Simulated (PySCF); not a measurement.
A structure optimised at B3LYP-D3(BJ)/def2-SVP, used in a PySCF frequency run:

```xyz
10

Nb    -0.0886    -0.1948     0.0000
S      0.1455     1.9534     0.0000
O     -0.9059    -0.8258    -1.5823
H     -1.2630    -0.4204    -2.3822
O     -0.9059    -0.8258     1.5823
H     -1.2630    -0.4204     2.3822
C      1.9194    -0.9756     0.0000
H      2.4707    -0.6408     0.8942
H      1.8666    -2.0795     0.0000
H      2.4707    -0.6408    -0.8942
```
Charge 0, spin multiplicity 1.

Write its SMILES, formula and point group.

[CH3][Nb]([OH])([OH])=[S], CH₅NbO₂S, Cs

What are its rotational constants (standard atomic weights)?

2.7550, 1.9786, 1.9565 GHz
